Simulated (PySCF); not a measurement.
C₆H₁₀FO (doublet state).
Structure used (GFN2-xTB), in Å, numbered top down from 1:
```xyz
18
C6H10FO angstrom
F     -1.3891   -0.6127   -1.4488
C     -1.2363   -0.7956   -0.0820
C     -1.1542    0.5643    0.6090
C     -0.2427    1.5694   -0.1231
C      1.1993    1.2513   -0.0499
C      1.7027   -0.1195   -0.2874
O      1.1383   -1.0777    0.6161
C     -0.0200   -1.7126    0.1645
H     -2.1457   -1.3247    0.2311
H     -0.7931    0.4057    1.6256
H     -2.1582    0.9907    0.6542
H     -0.5696    1.5912   -1.1736
H     -0.4206    2.5633    0.2911
H      1.8955    2.0223    0.2253
H      2.7821   -0.1643   -0.1209
H      1.4946   -0.4525   -1.3195
H     -0.2667   -2.4326    0.9486
H      0.1748   -2.2598   -0.7719
```

The hyperfine couplings belong to this conformer and change with its torsions.

As a line formula: `F[C@@H]1CC[CH]COC1` [radical].

Method used: UKS B3LYP, pcH-1 on C F H O, non-relativistic, mean-field spin-orbit, GIAO in PySCF. Isolated species at its GFN2-xTB geometry (one conformer only). GFN2-xTB frequencies show an imaginary mode (22i cm⁻¹), so this geometry is no minimum at that level. The geometry wasn't refined by DFT: couplings that depend on bond lengths, twists or pyramidal angles can differ widely from those at the functional's own minimum. Stability of the SCF solution: not tested.

Principal values of hyperfine tensors in MHz (contact and dipolar terms together), for some of the nuclei:

```json
{"atom": "H12", "isotope": "1H", "A1": "122.81", "A2": "125.26", "A3": "137.33"}
{"atom": "C5", "isotope": "13C", "A1": "8.15", "A2": "8.68", "A3": "246.81"}
{"atom": "H16", "isotope": "1H", "A1": "75.29", "A2": "79.04", "A3": "90.17"}
{"atom": "H14", "isotope": "1H", "A1": "-101.95", "A2": "-63.43", "A3": "-24.75"}
{"atom": "C3", "isotope": "13C", "A1": "41.32", "A2": "41.57", "A3": "52.14"}
{"atom": "O7", "isotope": "17O", "A1": "-50.08", "A2": "-24.06", "A3": "-23.32"}
{"atom": "C4", "isotope": "13C", "A1": "-33.87", "A2": "-31.23", "A3": "-29.86"}
{"atom": "C6", "isotope": "13C", "A1": "-31.89", "A2": "-30.35", "A3": "-26.83"}
```

(1) Give the isotropic coupling of each nucleus in MHz and in mT (g = 2.0024), and the anisotropic part.

(2) What spin density at the nucleus of C4 lies behind its contact coupling (g_N = 1.40482)?

(3) H13 (1H, g_N = 5.58569) isn't in the table. Its spin density at the nucleus is 0.002081 bohr⁻³. What is its contact coupling?

(4) Name the largest traceless tensor T of the table and describe it.

(5) In a single crystal, with the field along each principal axis of the tensor of H16 in turn, what first-order splitting does this nucleus give (isotropic g, quadrupole terms neglected)?

Results:

(1) a_iso = (A1 + A2 + A3)/3, Ti = Ai − a_iso; 1 mT corresponds to 28.026 MHz.

```json
{"atom": "H12", "a_iso (MHz)": "128.47", "a_iso (mT)": "4.584", "T1": "-5.66", "T2": "-3.21", "T3": "8.86"}
{"atom": "C5", "a_iso (MHz)": "87.88", "a_iso (mT)": "3.136", "T1": "-79.73", "T2": "-79.20", "T3": "158.93"}
{"atom": "H16", "a_iso (MHz)": "81.50", "a_iso (mT)": "2.908", "T1": "-6.21", "T2": "-2.46", "T3": "8.67"}
{"atom": "H14", "a_iso (MHz)": "-63.38", "a_iso (mT)": "-2.261", "T1": "-38.57", "T2": "-0.05", "T3": "38.62"}
{"atom": "C3", "a_iso (MHz)": "45.01", "a_iso (mT)": "1.606", "T1": "-3.69", "T2": "-3.44", "T3": "7.13"}
{"atom": "O7", "a_iso (MHz)": "-32.49", "a_iso (mT)": "-1.159", "T1": "-17.60", "T2": "8.43", "T3": "9.17"}
{"atom": "C4", "a_iso (MHz)": "-31.65", "a_iso (mT)": "-1.129", "T1": "-2.22", "T2": "0.42", "T3": "1.79"}
{"atom": "C6", "a_iso (MHz)": "-29.69", "a_iso (mT)": "-1.059", "T1": "-2.20", "T2": "-0.66", "T3": "2.86"}
```

(2) a_FC = (2μ0/3) gₑ μB g_N μN ρ(0)/(2S·h) = 800.24 MHz × g_N × ρ(0)/(2S), with ρ in bohr⁻³. With a_FC = -31.65 MHz and 2S = 1, ρ(0) = -0.02816 bohr⁻³.

(3) By the same relation, a_FC = 9.30 MHz. Its full tensor has the principal values 4.19, 5.33, 18.38 MHz.

(4) C5: -79.7, -79.2, 158.9 MHz, axial, in the ratio −1:−1:+2, the form that spin in one p orbital centred on that nucleus gives.

(5) 2 lines (I = 1/2), spaced by |A_i|/(g × 13.996): 2.69, 2.82, 3.22 mT along the axes of A1, A2 and A3.

Time: 3.7 min (with the writing of density and orbital grids); peak memory 0.98 GiB. Hardware: one thread, Intel Xeon at 2.50 GHz (x86_64), shared host with 64 logical CPUs at a one-minute load of 58.
